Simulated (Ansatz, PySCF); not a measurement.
Isomers of C2HNO. All species are isolated molecules in the gas phase. Strings in code marks are SMILES.

Quantity: vertical ionisation energy (energy after one electron is removed minus that of the parent at the parent's geometry), in eV.

Level 1: CAM-B3LYP-D3(BJ)/def2-TZVP (PySCF)
Level 2: PBE-D3(BJ)/def2-TZVP // CAM-B3LYP-D3(BJ)/def2-TZVP (PySCF)
Level 3: minus the HOMO energy of HF/STO-3G // CAM-B3LYP-D3(BJ)/def2-TZVP (PySCF)
Level 4: HF/cc-pVQZ // CAM-B3LYP-D3(BJ)/def2-TZVP (Ansatz, a program for electronic structure)

| species | level 2 | level 3 | level 4 |
|---|---|---|---|
| `O=c1cn1` | 9.99 | 8.44 | 9.27 |

Q: What does level 1 give for each?

A: 
- `O=c1cn1`: 10.36
